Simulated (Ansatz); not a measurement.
A run for Ansatz (an electronic-structure program): R-wB97X-V/def2-TZVPPD on C2H9N (a complex), monomers drawn apart or pushed together. Files ending in .json are basis or fitting sets from the Basis Set Exchange.

Ansatz 0.2 input:
```yaml
crystal:
  periodic: [false, false, false]
  atoms:
    - {symbol: N, position_ang: [-0.08577384, -0.02006318, -0.20176245]}
    - {symbol: H, position_ang: [-0.22693155, 0.47508304, -1.07475436]}
    - {symbol: H, position_ang: [0.39150816, 0.61087367, 0.43176424]}
    - {symbol: H, position_ang: [0.54494491, -0.79115092, -0.38903838]}
    - {symbol: C, position_ang: [-0.62638765, -0.64952699, 5.69314988]}
    - {symbol: C, position_ang: [0.44092740, 0.44154678, 5.68466982]}
    - {symbol: H, position_ang: [-0.96405622, -0.87147429, 4.67998881]}
    - {symbol: H, position_ang: [-1.49690260, -0.34314849, 6.27680341]}
    - {symbol: H, position_ang: [-0.24364628, -1.57262171, 6.13375887]}
    - {symbol: H, position_ang: [1.31973010, 0.13331164, 5.11294818]}
    - {symbol: H, position_ang: [0.77934242, 0.68300188, 6.69441420]}
    - {symbol: H, position_ang: [0.05983603, 1.36312214, 5.23870663]}
basis:
  gaussian:
    orbitals: def2-TZVPPD.json
hamiltonian:
  xc: {name: wB97X-V}
scf: {lower_state_search: off}
```

Q: What total energy does the run end on?

A: -136.3953 hartree.

Q: How many basis functions does it have, and what does it roughly cost on one machine?

A: 264 functions; about 8 core-seconds (a rough figure).
